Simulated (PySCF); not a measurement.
Input for PySCF: R-HF/STO-3G on BF3H3N (a complex), monomers drawn apart or pushed together.

```python
from pyscf import gto, scf, dft, mp
from pyscf.data.elements import chemcore

mol = gto.M(
    atom='''
    F    -1.12754800   -0.83537892    0.69297262
    B    -0.00733229   -0.08964472    0.96186176
    F     0.00315175    1.14889885    0.37091927
    F     1.17295726   -0.78058983    0.84861568
    N    -0.17515114    0.38179013    3.27701548
    H    -1.03114392    0.89540949    3.46838279
    H    -0.18609134   -0.48337768    3.81041591
    H     0.61745101    0.94230433    3.57827278
    ''',
    basis='sto-3g',
    charge=0, spin=0, verbose=3, max_memory=1800)
mf = scf.RHF(mol)
mf.conv_tol = 1e-8
mf.max_cycle = 100
mf.kernel()
if not mf.converged:
    mf = mf.newton().run(mf.mo_coeff, mf.mo_occ)
```

The log:

```
converged SCF energy = -374.109040058688
```

The calculation finished and met its thresholds.

Cost: roughly 0.19 core-seconds.
